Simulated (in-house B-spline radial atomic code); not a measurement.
**Ionising Hg8+ with different functionals**

Computed with a B-spline radial code for spherical atoms: four-component Dirac-Coulomb Hamiltonian, Fermi nucleus of rms radius 5.4648 fm, spin-restricted, spherical fractional occupations for the functionals. The ionisation energy is the difference of two self-consistent energies, [Xe] 4f14 5d4 → [Xe] 4f14 5d3, without Breit or QED terms; ε is the level of the shell that loses the electron (mean over j). The electron is taken from both j subshells in proportion to 2j + 1, so the result is a j average, not the step between ground levels.

Hybrids are left out here: with spherical fractional occupations of an open shell their exact exchange keeps a self-interaction that integer-occupation calculations don't have.

```csv
method,rung,ΔSCF (eV),-ε(5d) (eV)
LDA VWN5,LDA,133.71,124.53
relativistic LDA,LDA,133.70,124.53
LDA PW92,LDA,133.70,124.52
LDA exchange-only,LDA,?,?
PBE,GGA,133.35,124.20
PBEsol,GGA,133.40,124.24
BLYP,GGA,133.19,124.02
RPBE,GGA,133.28,124.13
PW91,GGA,133.46,124.30
BP86,GGA,?,?
AM05,GGA,133.44,124.28
OLYP,GGA,133.76,124.58
```

(1) What does BP86 give?

(2) What does LDA exchange-only give?

(3) How do they compare with the NIST value?

Answers

(1) ΔSCF 133.45 eV, and -ε(5d) = 124.29 eV.

(2) ΔSCF 131.82 eV, and -ε(5d) = 122.66 eV.

(3) NIST lists 134 eV ± 2.2 (tabulated theory, ground level to ground level). Errors run from -2.18 to -0.24 eV; all lie within about twice that uncertainty, so the table can't rank the methods.
